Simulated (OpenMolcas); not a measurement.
Nb3+ (d2) in a complex was computed by CASSCF with the d shell active (OpenMolcas, ANO-RCC-VDZP on the metal). Its lowest spin-free states, and all those of the highest spin:

```json
{"2S+1": "3", "Degeneracy": "2", "E (cm-1)": "0.0"}
{"2S+1": "1", "Degeneracy": "1", "E (cm-1)": "4192"}
{"2S+1": "3", "Degeneracy": "1", "E (cm-1)": "4556"}
{"2S+1": "1", "Degeneracy": "2", "E (cm-1)": "8372"}
{"2S+1": "1", "Degeneracy": "2", "E (cm-1)": "13205"}
{"2S+1": "3", "Degeneracy": "2", "E (cm-1)": "20151"}
{"2S+1": "1", "Degeneracy": "1", "E (cm-1)": "23070"}
{"2S+1": "1", "Degeneracy": "2", "E (cm-1)": "26673"}
{"2S+1": "3", "Degeneracy": "1", "E (cm-1)": "27306"}
{"2S+1": "3", "Degeneracy": "1", "E (cm-1)": "27746"}
{"2S+1": "3", "Degeneracy": "2", "E (cm-1)": "31252"}
{"2S+1": "1", "Degeneracy": "2", "E (cm-1)": "35868"}
{"2S+1": "3", "Degeneracy": "1", "E (cm-1)": "57776"}
```

Task: Is the site octahedral, tetrahedral or cube-like, axial, or of lower symmetry?

Result: The states with 2S+1 = 3 have orbital degeneracies 2, 1, 2, 1, 1, 2, 1. There are pairs but no triples, so the site is axial: not cubic, but with a proper or improper axis of order three or more. The run had Nb3+ with 3 ligands (fluoride) in trigonal planar coordination (D3h) at 1.83 Å. Ligand basis ANO-RCC-VDZP.

An orbital doublet at a regular site is open to a Jahn-Teller distortion, which this geometry leaves out. Without dynamic correlation the repulsion within the d shell is too large (B by tens of per cent), so at a given field states of lower spin stand too high. The least metal-like active orbital is 72 % on the metal (Löwdin) and no ligand orbital is active, so the numbers are rough. With metal d orbitals alone the field can be off either way by tens of per cent. Ligand-to-metal charge-transfer states are missing. With no ligand orbital active B as a rule stays too high, so bands that hang on it stand too high and its fall with covalency is understated. No measured value stands beside these numbers; the geometry is a model, was not optimised and need not be the one that this ion takes.
